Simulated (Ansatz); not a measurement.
All values below come from frozen-core CCSD(T)/cc-pVTZ // PBE-D3(BJ)/def2-TZVP (Ansatz, a first-principles code). The restricted HF reference is unstable towards unrestricted orbitals.

Ansatz 0.2 input:
```yaml
crystal:
  periodic: [false, false, false]
  atoms:
    - { symbol: S, position_ang: [1.738785, -0.614422, -0.729914] }
    - { symbol: C, position_ang: [0.632569, 0.294581, 0.292557] }
    - { symbol: C, position_ang: [-0.704066, 0.174329, 0.215433] }
    - { symbol: S, position_ang: [-1.506921, -0.906427, -0.917193] }
    - { symbol: H, position_ang: [2.871094, -0.091233, -0.210908] }
    - { symbol: H, position_ang: [1.076902, 0.979602, 1.012893] }
    - { symbol: H, position_ang: [-1.342416, 0.761945, 0.873298] }
    - { symbol: H, position_ang: [-2.765947, -0.598376, -0.536166] }
basis:
  gaussian: { orbitals: cc-pVTZ }
correlation:
  method: ccsd_t
```

Output:

```
Functional definition: HF
1049 factors; integrals over basis functions are off by at most 1.3e-3 eV
mean field evaluation 1: about -23757.3758 eV, gradient 2.4e1 eV
mean field evaluation 2: about -23757.6777 eV, gradient 2.4e1 eV
mean field evaluation 4: about -23759.6925 eV, gradient 3.9e0 eV
mean field evaluation 8: about -23759.7568 eV, gradient 2.5e-1 eV
mean field evaluation 16: about -23759.0824 eV, gradient 1.0e1 eV
mean field -23759.75738433 eV, -873.1549789320 hartree, gradient 9.3e-6 eV, S^2 0.000000; 0 other end points of the search recorded, 0 dependent functions left out; unrestricted orbitals would lower it
12 core orbitals not correlated
reference -23759.75738433 eV, -873.1549789320 hartree; 12, 12 occupied and 160, 160 virtual orbitals, 1049 factors
second order -18.52018761 eV of doubles, -0.00000000 eV of singles
cycle   1  -19.10573701 eV  change   -5.9e-1 eV  update   1.0e-1
cycle   2  -19.62637380 eV  change   -5.2e-1 eV  update   3.2e-2
cycle   3  -19.73487623 eV  change   -1.1e-1 eV  update   1.6e-2
cycle   4  -19.72897026 eV  change    5.9e-3 eV  update   4.0e-3
cycle   5  -19.72934079 eV  change   -3.7e-4 eV  update   1.8e-3
cycle   6  -19.72923016 eV  change    1.1e-4 eV  update   4.9e-4
cycle   7  -19.72908406 eV  change    1.5e-4 eV  update   2.1e-4
cycle   8  -19.72909646 eV  change   -1.2e-5 eV  update   7.6e-5
cycle   9  -19.72908195 eV  change    1.5e-5 eV  update   2.6e-5
perturbative correction -0.97941407 eV, -0.0359928034 hartree
Total energy: -23780.46588036 eV, -873.9160021243 hartree
```

Cost: roughly 40 core-seconds.
